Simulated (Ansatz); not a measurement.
The same path of C3H4AlF (9 atoms, charge 0, multiplicity 1) was run 3 times with different band settings. Lost on the way: C4–H8. Made: Al5–H8.

The calculation used Ansatz, RKS B3LYP/def2-SVP.

Relaxed end points:

```xyz
9
Properties=species:S:1:pos:R:3
F 1.926 1.333 1.164
C 0.841 0.726 0.671
C 0.879 -0.180 -0.339
C -0.511 -0.707 -0.695
Al -1.084 0.519 0.760
H 1.803 -0.500 -0.845
H -0.610 -1.797 -0.553
H -0.806 -0.486 -1.735
H -2.349 1.045 1.555
```

```xyz
9
Properties=species:S:1:pos:R:3
F 1.763 1.583 0.621
C 0.789 0.778 0.295
C 1.080 -0.562 -0.044
C -0.157 -1.121 -0.323
Al -1.286 0.579 0.023
H 2.078 -1.025 -0.070
H -0.216 -2.178 -0.616
H -1.838 1.309 -1.279
H -2.125 0.591 1.376
```

Common settings: spring 5.0 eV/Å²; optimiser quadratic models (default); start path through a guess of the saddle point; force threshold 0.05 eV/Å; iteration limit 60; end points relaxed.

| run | movable images | climbing image |
| --- | --- | --- |
| 1 | 7 | yes |
| 2 | 2 | yes |
| 3 | 2 | no |

Problem. What does each run give, and how far can it be trusted?

Solution. Run 1: converged after 11 iterations, highest image 2.265 eV above the first end. A vibrational analysis at the climbing image gives one clearly imaginary mode, 882i cm⁻¹: a first-order saddle point.
Run 2: converged after 12 iterations, highest image 2.265 eV above the first end. Neighbouring images differ by up to 2.3 eV, so the band resolves the path poorly. Another band between the same ends (7 images) ends at a top of the same energy, where a vibrational analysis finds 1 clearly imaginary mode. So few images can step over the top or miss a turn of the path.
Run 3: converged after 7 iterations, highest image 1.624 eV above the first end. Neighbouring images differ by up to 1.5 eV, so the band resolves the path poorly. No image climbed, so the highest image needn't sit at the top of the path. So few images can step over the top or miss a turn of the path.
The orbitals stay closed-shell, which can raise the energy where a bond breaks towards radicals; this wasn't checked here.
